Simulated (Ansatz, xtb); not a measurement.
# Ranking isomers of F2HNOSi2+

6 gas-phase structures of F2HNOSi2+, found in a search over its isomers (lower ones may exist). Each was relaxed with GFN2-xTB; where two conformers were screened, the lower at r2SCAN-D4/def2-SVP is listed:

A. the doublet with the links of `O=[Si](F)/[NH+]=[Si]/F`
B. the doublet with the links of `O[Si](F)=[N+]=[Si]F`
C. the doublet with the links of `O=[Si](F)/[NH+]=[Si]\F`
D. a doublet given by its coordinates
E. a doublet given by its coordinates
F. the doublet with the links of `O[Si]=[N+]=[Si](F)F`

E (Å):

```
atom    x (Å)    y (Å)    z (Å)
   F  -2.1792  -1.2266  -0.0100
   F  -1.6610   1.2934   0.4547
   N  -0.0557  -0.6270   1.7602
   O  -2.2670  -0.3219   2.5210
  Si  -1.5988  -0.1716   0.9754
  Si  -0.8895  -0.7343   3.2534
   H   0.8992  -0.7562   1.4482
```

Close contacts (Å): F1–Si5 1.56, F2–Si5 1.56, N3–Si5 1.79, N3–Si6 1.71, O4–Si5 1.69, O4–Si6 1.61, Si5–Si6 2.45, N3–H7 1.01.

D (Å):

```xyz
7

F    -1.1503   -3.5271    0.0221
F     0.3247    0.2569    2.6029
N     0.7615   -1.4638    0.1026
O    -1.4301   -1.0729    0.9348
Si   -0.9290   -2.0281   -0.4235
Si    0.0352   -0.6111    1.3571
H     1.7036   -1.5753   -0.2540
```

Close contacts (Å): F1–Si5 1.58, F2–Si6 1.55, N3–Si5 1.86, N3–Si6 1.68, O4–Si5 1.73, O4–Si6 1.59, Si5–Si6 2.47, N3–H7 1.01.

Question: Which do you expect lowest at r2SCAN-D4/def2-SVP, and how would the others follow?

Answer: Calculated order at r2SCAN-D4/def2-SVP: E (0.0), D (11.0), B (25.5), F (29.0), C (51.9), A (52.2) kcal/mol. Less than 1 kcal/mol parts C and A, so the order within that pair means little.

Energies above the lowest of each column, in kcal/mol; the last columns are at BLYP-D3(BJ)/def2-SVP geometries and were run for some of them only (a dash: not run or not comparable):

```json
{"structure": "E", "GFN2-xTB": "6.8", "HF/STO-3G": "0.0", "r2SCAN-D4/def2-SVP": "0.0", "BLYP-D3(BJ)/def2-SVP": "0.0", "CCSD(T)/def2-SVP + ΔMP2/def2-TZVPP": "0.0"}
{"structure": "D", "GFN2-xTB": "16.1", "HF/STO-3G": "13.7", "r2SCAN-D4/def2-SVP": "11.0", "BLYP-D3(BJ)/def2-SVP": "9.6", "CCSD(T)/def2-SVP + ΔMP2/def2-TZVPP": "11.0"}
{"structure": "B", "GFN2-xTB": "1.4", "HF/STO-3G": "47.4", "r2SCAN-D4/def2-SVP": "25.5", "BLYP-D3(BJ)/def2-SVP": "19.3", "CCSD(T)/def2-SVP + ΔMP2/def2-TZVPP": "25.8"}
{"structure": "F", "GFN2-xTB": "0.0", "HF/STO-3G": "64.1", "r2SCAN-D4/def2-SVP": "29.0", "BLYP-D3(BJ)/def2-SVP": "–", "CCSD(T)/def2-SVP + ΔMP2/def2-TZVPP": "–"}
{"structure": "C", "GFN2-xTB": "13.0", "HF/STO-3G": "74.8", "r2SCAN-D4/def2-SVP": "51.9", "BLYP-D3(BJ)/def2-SVP": "–", "CCSD(T)/def2-SVP + ΔMP2/def2-TZVPP": "–"}
{"structure": "A", "GFN2-xTB": "14.5", "HF/STO-3G": "75.2", "r2SCAN-D4/def2-SVP": "52.2", "BLYP-D3(BJ)/def2-SVP": "–", "CCSD(T)/def2-SVP + ΔMP2/def2-TZVPP": "–"}
```

CCSD(T)/def2-SVP + ΔMP2/def2-TZVPP puts E lowest of those it was run on; GFN2-xTB picks F. Some further structures that were screened fall inside this span and aren't listed. Flexible structures stand in one conformer each, not always the lowest. Frequencies (BLYP-D3(BJ)/def2-SVP) were run for B, D, E alone. Open shells are spin-unrestricted, some with notable spin contamination. ΔMP2 is the change of the MP2 energy from the smaller to the larger basis.

Over these structures GFN2-xTB departs from r2SCAN-D4/def2-SVP by 17.1 kcal/mol on average once a common shift is removed. A GFN2-xTB relaxation took about 0.23 s and the r2SCAN-D4/def2-SVP energy about 2.9 s on a shared host (Ansatz 0.2.0, xtb 6.7.1).
